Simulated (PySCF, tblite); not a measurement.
Isomers of C2H10NPSi2, one GFN2-xTB conformer each. Single-point energies are computed at PBE0/pcSseg-1 (PySCF, gas phase, no added dispersion term), electronic only.

Question: Rank them by PBE0/pcSseg-1 energy, lowest first (kcal/mol).
A. `[SiH3:1][CH2:2]/[CH:3]=[N:4]/[SiH2:5][PH2:6]` with Si1–C2–C3–N4 93°, C3–N4–Si5–P6 109°, N4–Si5–P6–H -88° and 179°
B. `[PH2:1][Si@H:2]1[CH2:3][NH:4][CH2:5][SiH2:6]1` with H–P1–Si2–C3 -66° and -159°, P1–Si2–C3–N4 97°, Si2–C3–N4–C5 61°, C3–N4–C5–Si6 -63°, N4–C5–Si6–Si2 30°

Answer: B (0.0), A (4.1).

As drawn, the lower has an N–H bond and an Si–Si bond, which the higher lacks; the higher has a C=N bond, which the lower lacks. GFN2-xTB itself gives, in the same order: 22.7, 0.0. GFN2-xTB puts [SiH3]C/C=N/[SiH2]P lowest instead.

Question: Which frontier levels, dipoles and rotational constants go with these structures?

Answer: 
| SMILES | HOMO (eV, PBE0/pcSseg-1) | LUMO (eV) | dipole (D) | A, B, C (MHz) |
| --- | --- | --- | --- | --- |
| P[Si@H]1CNC[SiH2]1 | -6.38 | -0.12 | 1.62 | 2929, 1205, 998.4 |
| [SiH3]C/C=N/[SiH2]P | -6.98 | -0.87 | 2.40 | 2987, 800.8, 656.8 |

Question: What happens when harmonic zero-point energies from GFN2-xTB frequencies are added?

Answer: 
```
             SMILES  ZPE (kcal/mol)  electronic (kcal/mol)  with ZPE (kcal/mol)
 P[Si@H]1CNC[SiH2]1            70.8                    0.0                  0.6
[SiH3]C/C=N/[SiH2]P            66.0                    4.1                  0.0
```

The zero-point energies span 4.8 kcal/mol. [SiH3]C/C=N/[SiH2]P becomes the lowest.

Question: As an exercise, what shares would exp(−E/RT) give at 1000 K from these electronic energies alone (no entropy, no degeneracies)?

Answer: RT = 1.987 kcal/mol: P[Si@H]1CNC[SiH2]1 88.9 %, [SiH3]C/C=N/[SiH2]P 11.1 %.
